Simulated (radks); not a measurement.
Neutral calcium, configuration [Ar] 3d1 4s1 (not the ground configuration).

All-electron calculation, Dirac Kohn-Sham, BLYP, spin-unpolarised, spherical densities, finite nucleus; open shells fill j = l - 1/2 first; Fermi nuclear charge, rms radius 3.4776 fm. Program: a radial shooting solver on a logarithmic mesh with Libxc functionals.

Energy parts (hartree):
| part | energy |
|---|---|
| total | -680.48393 |
| kinetic | 685.86649 |
| electron-nucleus | -1618.26472 |
| Hartree | 288.23677 |
| exchange-correlation | -36.32247 |

Orbitals (lengths in bohr, moments of r in powers of bohr; <r^-3> diverges for s and p1/2; r(max) is where P^2 peaks; r(90%) holds 90 % of the orbital's charge):
| orbital | occ. | eigenvalue (hartree) | r(90%) | r(max) | <1/r> | <r^-3> |
|---|---|---|---|---|---|---|
| 1s1/2 | 2 | -145.1044 | 0.137 | 0.05027 | 19.74 | - |
| 2s1/2 | 2 | -15.12542 | 0.568 | 0.3000 | 4.054 | - |
| 2p1/2 | 2 | -12.29892 | 0.538 | 0.2450 | 3.981 | - |
| 2p3/2 | 4 | -12.16311 | 0.542 | 0.2470 | 3.939 | 184.6 |
| 3s1/2 | 2 | -1.63555 | 1.75 | 0.9944 | 1.205 | - |
| 3p1/2 | 2 | -0.95117 | 2.00 | 1.046 | 1.072 | - |
| 3p3/2 | 4 | -0.93729 | 2.01 | 1.053 | 1.063 | 18.99 |
| 4s1/2 | 1 | -0.11864 | 6.40 | 3.452 | 0.3081 | - |
| 3d3/2 | 1 | -0.02443 | 6.79 | 1.384 | 0.4876 | 0.5534 |
| 3d5/2 | 0 | -0.02403 | 6.85 | 1.389 | 0.4847 | 0.5448 |

The highest occupied level is 3d3/2 at -0.665 eV. Summed over all electrons, <r^2> = 54.82 bohr^2, which gives a Langevin (diamagnetic) susceptibility term of -43.4 x 10^-6 cm^3/mol.
